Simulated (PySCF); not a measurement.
## Bond curve of TeO

Set-up: basis Te cc-pVTZ-PP with ECP28, O cc-pVTZ; scalar-relativistic core potentials; PySCF 2.14. Energies in eV from Te + O in their ground configurations at the same level. State: ³Σ⁻ (triplet), unpaired electrons π ↑↑.

All columns are PBE0. A positive dipole means Te(−)O(+).

| R (Å) | E (eV) | μ (D) | Mulliken charge on Te (basis-dependent) | HOMO (eV) | LUMO (eV) | Mayer bond order | ⟨S²⟩ |
| --- | --- | --- | --- | --- | --- | --- | --- |
| 1.569 | -2.036 | -2.10 | 0.38 | -6.39 | -2.74 | 2.10 | 2.01 |
| 1.643 | -3.112 | -2.35 | 0.39 | -6.59 | -2.95 | 2.08 | 2.01 |
| 1.716 | -3.689 | -2.57 | 0.40 | -6.79 | -3.15 | 2.06 | 2.01 |
| 1.770 | -3.888 | -2.71 | 0.41 | -6.93 | -3.30 | 2.04 | 2.01 |
| 1.825 | -3.939 | -2.83 | 0.41 | -7.06 | -3.44 | 2.02 | 2.01 |
| 1.880 | -3.879 | -2.93 | 0.41 | -7.19 | -3.58 | 2.01 | 2.01 |
| 1.953 | -3.675 | -3.04 | 0.40 | -7.35 | -3.75 | 2.00 | 2.01 |
| 2.044 | -3.290 | -3.14 | 0.39 | -7.52 | -3.96 | 1.98 | 2.02 |
| 2.154 | -2.724 | -3.19 | 0.37 | -7.68 | -4.18 | 1.96 | 2.02 |
| 2.300 | -1.911 | -3.15 | 0.33 | -7.54 | -4.43 | 1.92 | 2.03 |

A fit through these points gives, at Re = 1.820 Å, μ = -2.82 D and dμ/dR = -2.05 D/Å; the reduced mass is 14.24 u.

How strong is the fundamental in the double-harmonic approximation, I = 42.26·(dμ/dR)²/μred km/mol?

I = 42.26·(-2.05)²/14.24 = 12.5 km/mol at PBE0.

These are scalar-relativistic numbers at best; spin–orbit coupling would shift them, the dissociation energy most. The state was picked by a PBE0 search and need not be the measured ground state.
